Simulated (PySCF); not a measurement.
C5H6ClNSi.
Atom-mapped SMILES: `[N:1]#[C:2][C@@:3]12[CH2:4][C@@H:5]1[C@:6]2([SiH3:7])[Cl:8]`

Definitions: NICS(0) = −σiso at the ring centroid; NICS(1) = −σiso and NICS(1)zz = −σzz at ±1 Å along the ring normal z. Level: GIAO PBE0/pcSseg-1 (PySCF, non-relativistic, gas phase) on the GFN2-xTB geometry, one conformer.

Rings: 1. C3–C4–C5; 2. C3–C5–C6.

```csv
set,NICS(0),"NICS(1), two faces","NICS(1)zz, two faces"
P,-44.7,-8.0 / -11.5,-21.7 / -29.1
Q,-45.8,-8.8 / -11.6,-22.2 / -13.7
```

Which set (ppm) belongs to which ring?

P = 1, Q = 2.
- 1 (3-membered carbocycle; formal bonds all single): mean NICS(1)zz -25.4 ppm, shielded. C3, C4, C5 have four or more neighbours, so the value isn't read as a sign of a π ring current.
- 2 (3-membered carbocycle; formal bonds all single): mean NICS(1)zz -17.9 ppm, shielded. C3, C5, C6 have four or more neighbours, and the NICS criterion for π rings isn't applied.

How do the rings differ in shape?

```csv
ring,bond lengths (Å),rms pucker (Å),HOMA,nearest outside atom to a NICS(1) probe (Å)
1,"1.508, 1.490, 1.511",0.00,–,carbon 1.12
2,"1.511, 1.484, 1.503",0.00,–,carbon 1.12
```
